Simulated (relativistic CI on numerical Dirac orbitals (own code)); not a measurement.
Main line and satellite in the 2p photoemission of Cu²⁺: a two-state model

Problem. An octahedral Cu²⁺ site (d9) has Δ = 5.3, V(eg) = 3.1, 10Dq = 0.85, 10Dq(ligand) = 1.5 and a core-hole attraction U_cd = 9.3 eV. Δ is defined between configuration averages. Find the d count, the distance of the satellite and its intensity.

Working.
1. The hole has eg symmetry. Its energy is −0.6 × 10Dq in d9 and Δ − 0.6 × 10Dq(ligand) in d10L, so the gap is Δ' = 4.91 eV.
2. Ground state cos θ |d9⟩ − sin θ |d10L⟩ with tan 2θ = 2V/Δ', θ = 25.8°: weights 0.810 and 0.190, n_d = 9.190.
3. The core hole pulls d10L down by U_cd: the gap becomes Δ' − U_cd = -4.39 eV, the hopping is V' = 3.10 eV, and tan 2θ' = 2V'/(Δ' − U_cd) gives θ' = 62.7°.
4. The two final states lie W = √[(Δ' − U_cd)² + 4V'²] = 7.60 eV apart. The lower, mostly d10L, is the main line.
5. In the sudden approximation the intensities are cos²(θ' − θ) and sin²(θ' − θ), so satellite/main = tan²(36.8°) = 0.56.

Check. The full cluster calculation (with spin-orbit coupling and 2p-3d multiplets, which spread the d9 satellite) gives n_d = 9.189; in its broadened 2p3/2 spectrum, cut halfway, the centroids lie 7.78 eV apart with an area ratio of 0.56.
